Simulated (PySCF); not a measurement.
2-fluorobenzotrifluoride (C1(F)=CC=CC=C1C(F)(F)F, C7H4F4)

Cartesian coordinates in Å; atom numbers follow the order of the lines, from 1:
```xyz
15

F    -0.4970    2.2832    0.5850
C     0.0963    1.1348    0.2822
C     1.4820    1.0816    0.2335
C     2.1019   -0.1240   -0.0875
C     1.3395   -1.2593   -0.3564
C    -0.0503   -1.1888   -0.3013
C    -0.6876    0.0093    0.0203
C    -2.1876    0.1080    0.0878
F    -2.6631    0.9811   -0.8026
F    -2.5995    0.5068    1.2928
F    -2.7640   -1.0713   -0.1623
H     2.0521    1.9869    0.4485
H     3.1924   -0.1731   -0.1271
H     1.8266   -2.2028   -0.6089
H    -0.6602   -2.0693   -0.5075
```

Computed, not measured: quadratic response CAM-B3LYP/aug-cc-pVDZ first hyperpolarisability, Taylor convention, gas phase in PySCF 2.14.0. Geometry: PBE0-D3(BJ)/def2-SVP.

Q: Give the tensor of the static β(0;0,0) in the axes of these coordinates.

A: In au, Taylor convention; rows are the first index (the induced dipole):
|  | xx | yy | zz | xy | xz | yz |
| --- | --- | --- | --- | --- | --- | --- |
| x | -92.0 | -78.8 | -55.5 | +25.6 | +6.0 | -5.9 |
| y | +25.6 | +96.2 | +33.3 | -78.8 | -5.9 | +10.0 |
| z | +6.0 | +10.0 | +29.1 | -5.9 | -55.5 | +33.3 |

Norm of βᵢ = ⅓ Σⱼ (βᵢⱼⱼ + βⱼᵢⱼ + βⱼⱼᵢ): 278.1 au, hyper-Rayleigh value 104.3 au.
